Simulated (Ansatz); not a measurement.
C₂H₆FInO₂, SMILES `C[O][In]([F])[O]C`. Charge 0, multiplicity 1. In takes the def2 core potential.

Cartesian coordinates in Å:
```
C -1.070 -2.070 -1.195
O -0.619 -1.150 -0.225
In 0.458 0.419 -0.714
F 0.979 0.530 -2.582
O 1.077 1.839 0.483
C 0.755 1.844 1.856
H -0.313 -2.311 -1.949
H -1.339 -2.997 -0.679
H -1.961 -1.703 -1.718
H 1.216 2.732 2.299
H -0.325 1.901 2.038
H 1.142 0.966 2.386
```

Question: What are the harmonic wavenumbers in cm⁻¹ at PBE0-D4/def2-TZVP (Ansatz, finite differences of forces, unscaled)? (An estimate is asked.)

Answer: Ansatz gave: 25, 43, 55, 69, 100, 111, 156, 213, 244, 528, 571, 598, 1099, 1108, 1172, 1173, 1188, 1189, 1476, 1478, 1489, 1491, 1494, 1497, 3002, 3005, 3060, 3066, 3086, 3089.

Question: Is this a minimum?

Answer: Yes, all 30 modes are real.

Question: Give the ideal-gas thermochemistry at 298.15 K and 1 bar (rigid rotor, harmonic oscillator; point group C1, symmetry number 1).

Answer: Zero-point energy 220.6 kJ/mol; H(298) − E = 249.3 kJ/mol; entropy 440.7 J/(mol·K), of which translation 174.7, rotation 119.0, vibration 147.0; G(298) − E = 117.9 kJ/mol. Modes under 100 cm⁻¹ are hindered rotations or soft bends, so the harmonic entropy is rough.
